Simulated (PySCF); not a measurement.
Species: C3H16Si4.
Bonds: C1–C2, C2–C3, C3–Si4, Si4–Si5, Si5–Si6, Si6–Si7. Hydrogens: H8, H9, H10 on C1; H11, H12 on C2; H13, H14 on C3; H15, H16 on Si4; H17, H18 on Si5; H19, H20 on Si6; H21, H22, H23 on Si7.

The same species was optimised twice, with GFN2-xTB and with PBE0-D3(BJ)/def2-SVP (PySCF), and the same property calculations (PySCF, gas phase) were run on both structures.

| coordinate | GFN2-xTB | PBE0-D3(BJ)/def2-SVP | change |
| --- | --- | --- | --- |
| Si6–Si7 (Å) | 2.311 | 2.346 | +0.035 |
| Si4–Si5 (Å) | 2.317 | 2.346 | +0.029 |
| Si5–Si6 (Å) | 2.322 | 2.345 | +0.023 |
| C3–Si4 (Å) | 1.905 | 1.890 | -0.015 |
| C1–C2 (Å) | 1.524 | 1.521 | -0.003 |
| C2–C3 (Å) | 1.526 | 1.528 | +0.002 |
| Si5–Si6–Si7 (°) | 115.1 | 108.5 | -6.6 |
| Si4–Si5–Si6 (°) | 113.7 | 109.2 | -4.5 |
| C2–C3–Si4 (°) | 113.2 | 114.5 | +1.3 |
| C1–C2–C3 (°) | 112.2 | 113.2 | +1.0 |
| C3–Si4–Si5 (°) | 112.9 | 112.3 | -0.6 |
| C1–C2–C3–Si4 (°) | 180 | -179 | +1 |
| C2–C3–Si4–Si5 (°) | 180 | 180 | 0 |
| C3–Si4–Si5–Si6 (°) | -177 | 177 | -6 |
| Si4–Si5–Si6–Si7 (°) | 57 | 57 | 0 |

Rotational constants: A = 2623, B = 356.0, C = 327.4 MHz (GFN2-xTB) against A = 2467, B = 373.6, C = 340.3 MHz (PBE0-D3(BJ)/def2-SVP). Point groups within 0.08 Å: C1 and C1.

On the GFN2-xTB structure: HOMO (eV) -7.91 [PBE0/pcSseg-1]; LUMO (eV) -0.36 [PBE0/pcSseg-1]; dipole (D) 1.02 [PBE0/pcSseg-1]; GIAO shielding of C1 (ppm) 165.7 [PBE0/pcSseg-1]; GIAO shielding of C2 (ppm) 160.6 [PBE0/pcSseg-1]; GIAO shielding of C3 (ppm) 170.4 [PBE0/pcSseg-1]; GIAO shielding of Si4 (ppm) 419.9 [PBE0/pcSseg-1]; GIAO shielding of Si5 (ppm) 475.1 [PBE0/pcSseg-1]; GIAO shielding of Si6 (ppm) 478.9 [PBE0/pcSseg-1]; GIAO shielding of Si7 (ppm) 466.1 [PBE0/pcSseg-1].

What do these properties become on the PBE0-D3(BJ)/def2-SVP structure?

| property | level | on GFN2-xTB | on PBE0-D3(BJ)/def2-SVP | change |
| --- | --- | --- | --- | --- |
| HOMO (eV) | PBE0/pcSseg-1 | -7.91 | -7.73 | +0.18 |
| LUMO (eV) | PBE0/pcSseg-1 | -0.36 | -0.12 | +0.24 |
| dipole (D) | PBE0/pcSseg-1 | 1.02 | 1.14 | +0.12 |
| energy, GFN2-xTB geometry as zero (kcal/mol) | PBE0/pcSseg-1 | 0.0 | -3.1 | -3.1 |
| GIAO shielding of C1 (ppm) | PBE0/pcSseg-1 | 165.7 | 163.9 | -1.8 |
| GIAO shielding of C2 (ppm) | PBE0/pcSseg-1 | 160.6 | 159.4 | -1.2 |
| GIAO shielding of C3 (ppm) | PBE0/pcSseg-1 | 170.4 | 169.4 | -1.0 |
| GIAO shielding of Si4 (ppm) | PBE0/pcSseg-1 | 419.9 | 415.5 | -4.4 |
| GIAO shielding of Si5 (ppm) | PBE0/pcSseg-1 | 475.1 | 466.5 | -8.6 |
| GIAO shielding of Si6 (ppm) | PBE0/pcSseg-1 | 478.9 | 467.9 | -11.0 |
| GIAO shielding of Si7 (ppm) | PBE0/pcSseg-1 | 466.1 | 457.0 | -9.1 |

The heavy atoms differ by 0.115 Å rms after alignment. Among bonds between heavy atoms Si6–Si7 changes most (+0.035 Å). Changes are differences of the printed values. Neither structure is proved a minimum here.

Shape of the structure used: `[CH3:1][CH2:2][CH2:3][SiH2:4][SiH2:5][SiH2:6][SiH3:7]`: C1–C2–C3–Si4 -179°, C2–C3–Si4–Si5 180°, C3–Si4–Si5–Si6 177°, Si4–Si5–Si6–Si7 57°.
